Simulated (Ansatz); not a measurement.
Geometry optimisation, RKS PBE0/def2-SVP in Ansatz.

Input:

```yaml
crystal:
  periodic: [false, false, false]
  atoms:
    - { symbol: O, position_ang: [-0.72232, 1.55666, -0.28623] }
    - { symbol: C, position_ang: [0.04008, 0.87044, 0.41096] }
    - { symbol: Si, position_ang: [0.38715, -1.02974, 0.07359] }
    - { symbol: F, position_ang: [1.41559, -1.17352, 1.29584] }
    - { symbol: H, position_ang: [-1.16994, 1.10783, -1.04752] }
    - { symbol: H, position_ang: [0.50016, 1.43259, 1.23027] }
    - { symbol: H, position_ang: [-0.84812, -1.70817, 0.40008] }
    - { symbol: H, position_ang: [1.10598, -1.08593, -1.17992] }
total_charge: 1
basis:
  gaussian: { orbitals: def2-SVP }
hamiltonian:
  xc: pbe0
relax:
  f_tol: 0.015
  max_steps: 40
```

Command:

```bash
$ ansatz run input.yaml --threads 1 --pin off --max-ram 2048MiB --backend cpu --events-out ev --progress --plain --runs-dir out
```

Task: Where does it end, and by what steps?

Result: It converged. Limits of this set-up: the dipole of an ion depends on the origin. After 7 steps the energy has fallen by 0.172 eV; F4 moved furthest, 0.12 Å.

| step | energy less start (eV) | largest force component (eV/Å) | accepted |
| --- | --- | --- | --- |
| 0 | 0.0000 | 1.516 | yes |
| 1 | -0.1619 | 0.468 | yes |
| 2 | -0.1686 | 0.261 | yes |
| 3 | -0.1708 | 0.105 | yes |
| 4 | -0.1715 | 0.039 | yes |
| 5 | -0.1717 | 0.023 | yes |
| 6 | -0.1717 | 0.015 | yes |
| 7 | -0.1717 | 0.014 | yes |

```xyz
8
Properties=species:S:1:pos:R:3
O -0.743 1.598 -0.302
C 0.017 0.873 0.385
Si 0.448 -1.029 0.153
F 1.490 -1.251 1.345
H -1.189 1.167 -1.063
H 0.473 1.445 1.217
H -0.844 -1.723 0.356
H 1.056 -1.110 -1.194
```

The run took 16 s on 1 thread of Intel(R) Xeon(R) Platinum 8559C (Emerald Rapids), on a shared host, peak memory 0.16 GiB.
